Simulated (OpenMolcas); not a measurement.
d7 ions of charge +3 down a group on the Ga site of K2NaGaF6

- Program: OpenMolcas
- Method: CASSCF
- Spin-orbit coupling: RASSI with atomic mean-field integrals over the reference wave functions

The d shell is active. Each dopant is a cluster with its nearest anions in model potentials and point charges, with no relaxation. Distances were set from a Shannon-type radius of the metal (high-spin where two are listed) plus a fixed donor radius (F 1.31 Å), in hosts weighted 0.65 to 0.35 with the host's distance in the model lattice. Ligand basis ANO-RCC-VDZP, DKH2 Hamiltonian. States (labels of O, the rotations of Oh). Energies in cm-1 above the lowest state or level, χT in cm3 K/mol; under a threefold ground state the first gap can be a small split of the lowest multiplet, not the spin-orbit step; 10Dq and B are least-squares fits to the states below 45000 cm-1, weighted by degeneracy, with a free offset, and given where the rms deviation is under 5 % of |10Dq| (or 100 cm-1) and under 700 cm-1. Spin-only χT is S(S+1) / 2 for the spin of the ground state.

```csv
Ion,Shell,R (Å),Metal basis,Ground state,First state of that spin,10Dq,B (rms of fit),First gap with spin-orbit (degeneracies),χT at 300 K,First state of another spin,Spin-only χT
Ni3+,3d7,1.92,ANO-RCC-VTZP,4T1,4T2 8740,10606,1297 (327),"471.6 (2, 4)",3.388,2E 13345,1.875
Pd3+,4d7,2.024,ANO-RCC-VTZP,2E,17081,19665,803 (232),"2602 (4, 2)",0.581,4T1 3464,0.375
```

|10Dq| changes by a factor of 19665 / 10606 = 1.85 from Ni3+ to Pd3+.

B goes from 1297 cm-1 (Ni3+) to 803 cm-1 (Pd3+).

Below the highest spin of the shell: Pd3+. χT departs most from the spin-only value for Ni3+, by +1.513 cm3 K/mol.

Without dynamic correlation the repulsion within the d shell is too large (B by tens of per cent), so at a given field states of lower spin stand too high. Ligand-to-metal charge-transfer states are missing. With no ligand orbital active B as a rule stays too high, so bands that hang on it stand too high and its fall with covalency is understated. An orbital triplet at a regular site is open to Jahn-Teller coupling, which can distort the site and quench the lowest spin-orbit gaps and is left out (holds for Ni3+). This shell can be high or low spin here, a state of another spin lies low, and with metal d orbitals alone active their balance is uncertain, so the ground spin may be wrong (holds for Ni3+). With metal d orbitals alone and no dynamic correlation 10Dq can be off by a tenth to a fifth, either way, in oxide and fluoride hosts (holds for Ni3+). An orbital doublet at a regular site is open to a Jahn-Teller distortion, which this geometry leaves out (holds for Pd3+). This shell can be high or low spin here, a state of another spin lies low, and with metal d orbitals alone active their balance is uncertain, so the ground spin may be wrong, although the usual error favours high spin (holds for Pd3+). The least metal-like active orbital is 77 % on the metal (Löwdin) and no ligand orbital is active, so the numbers are rough (holds for Pd3+). With metal d orbitals alone the field can be off either way by tens of per cent (holds for Pd3+). No measured value stands beside these numbers; the geometry was set by hand and not optimised.
